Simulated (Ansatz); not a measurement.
One change: `CCCC(C)(C)C` becomes `BC(C)(C)C`.

Ansatz, PBE0-D4/def2-TZVP geometries, multiplicity 1. Each molecule was computed in one conformer, which needn't be the lowest.

```json
{"property": "size of the dipole moment (PBE/def2-TZVPP) / D", "`CCCC(C)(C)C`": "0.07"}
{"property": "size of the dipole moment (B3LYP/def2-TZVPP) / D", "`CCCC(C)(C)C`": "0.08"}
{"property": "size of the dipole moment (ωB97M-V/def2-TZVPP) / D", "`CCCC(C)(C)C`": "0.07"}
{"property": "HOMO–LUMO gap (PBE/def2-TZVPP) / eV", "`CCCC(C)(C)C`": "7.52"}
{"property": "HOMO energy (PBE/def2-TZVPP) / eV", "`CCCC(C)(C)C`": "-7.26"}
{"property": "HOMO energy (PBE0/def2-TZVPP) / eV", "`CCCC(C)(C)C`": "-8.58"}
```

(1) What does the change do to each property? (An estimate is asked.)

Results:

(1) Computed: 
| property | `BC(C)(C)C` | shift |
| --- | --- | --- |
| size of the dipole moment (PBE/def2-TZVPP) / D | 0.76 | 0.69 |
| size of the dipole moment (B3LYP/def2-TZVPP) / D | 0.65 | 0.57 |
| size of the dipole moment (ωB97M-V/def2-TZVPP) / D | 0.65 | 0.58 |
| HOMO–LUMO gap (PBE/def2-TZVPP) / eV | 4.64 | -2.88 |
| HOMO energy (PBE/def2-TZVPP) / eV | -6.81 | 0.45 |
| HOMO energy (PBE0/def2-TZVPP) / eV | -8.11 | 0.47 |

With PBE0 the HOMO rises by 0.47 eV and the LUMO falls by 2.18 eV, so the gap narrows by about 2.65 eV. PBE moves the HOMO by 0.45 eV and ωB97M-V by 0.46 eV. Dipoles are sizes alone; their direction can turn.

B3LYP here is the variant with VWN-RPA as its local correlation; programs differ in this.
